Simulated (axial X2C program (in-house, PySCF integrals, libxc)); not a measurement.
# Bond lengths and stretching modes, held linear, of FTeF

Calculated with an axial X2C code built on PySCF integrals: two-component X2C with atomic mean-field Coulomb and Gaunt terms, Gaussian nuclei, basis F dyall-av3z, Te dyall-v3z with contracted cores. Spin-free rows use the one-electron spin-free X2C Hamiltonian.

Masses F 18.998, Te 129.906, F 18.998 u. States: 2c Ω = 1 (beyond evenly filled blocks: ω = -1/2, ω = 3/2); spin-free M_S = 1, Λ = 0 (beyond evenly filled blocks: π+α, π-α).

HF, 2c: energies above the lowest point

```json
{"r(F–Te) (Å)": "1.9354", "r(Te–F) (Å)": "1.9354", "E (meV)": "7.51"}
{"r(F–Te) (Å)": "1.9354", "r(Te–F) (Å)": "1.9850", "E (meV)": "0.00"}
{"r(F–Te) (Å)": "1.9354", "r(Te–F) (Å)": "2.0346", "E (meV)": "35.49"}
{"r(F–Te) (Å)": "1.9850", "r(Te–F) (Å)": "1.9354", "E (meV)": "0.00"}
{"r(F–Te) (Å)": "1.9850", "r(Te–F) (Å)": "1.9850", "E (meV)": "1.52"}
{"r(F–Te) (Å)": "1.9850", "r(Te–F) (Å)": "2.0346", "E (meV)": "45.62"}
{"r(F–Te) (Å)": "1.9850", "r(Te–F) (Å)": "2.0843", "E (meV)": "122.78"}
{"r(F–Te) (Å)": "2.0346", "r(Te–F) (Å)": "1.9354", "E (meV)": "35.49"}
{"r(F–Te) (Å)": "2.0346", "r(Te–F) (Å)": "1.9850", "E (meV)": "45.62"}
{"r(F–Te) (Å)": "2.0346", "r(Te–F) (Å)": "2.0346", "E (meV)": "97.92"}
{"r(F–Te) (Å)": "2.0843", "r(Te–F) (Å)": "1.9850", "E (meV)": "122.78"}
{"r(F–Te) (Å)": "2.0843", "r(Te–F) (Å)": "2.0843", "E (meV)": "275.35"}
```

Question: Fit a quadratic surface with cubic terms in each bond: where is the minimum, and what are the two stretching wavenumbers?

Answer: At HF, 2c: bonds 1.962 and 1.962 Å; harmonic stretches 538.1 and 565.0 cm⁻¹; force constants 3.04, 3.04 and coupling 0.53 mdyn/Å.

The other levels and Hamiltonians give:

| Hamiltonian | level | r(F–Te) (Å) | r(Te–F) (Å) | lower stretch (cm⁻¹) | upper stretch (cm⁻¹) |
| --- | --- | --- | --- | --- | --- |
| 2c | PBE0 | 1.984 | 1.984 | 544.3 | 544.5 |
| 2c | TPSSh | 1.995 | 1.995 | 534.8 | 536.6 |
| 2c | MP2 | 1.984 | 1.984 | 551.5 | 559.3 |
| spin-free | PBE0 | 1.982 | 1.982 | 545.5 | 545.8 |
| spin-free | HF | 1.961 | 1.961 | 538.5 | 566.1 |
| spin-free | TPSSh | 1.993 | 1.993 | 536.4 | 537.9 |
| spin-free | MP2 | 1.983 | 1.983 | 552.3 | 559.8 |

Each state is one determinant, the lowest of a limited PBE0 search; the stretches come from a fit to these few points and carry an uncertainty of a few per cent. Other orders of the atoms were not compared. MP2 freezes inner shells (threshold -2 hartree). The molecule was held linear; bending was not examined, so a bent shape may lie lower. Open-shell Ω = 0 determinants with evenly filled partner blocks cannot be reached by this program, so the Ω shown need not be the lowest component. Note: several unpaired electrons, one determinant need not be a pure state.
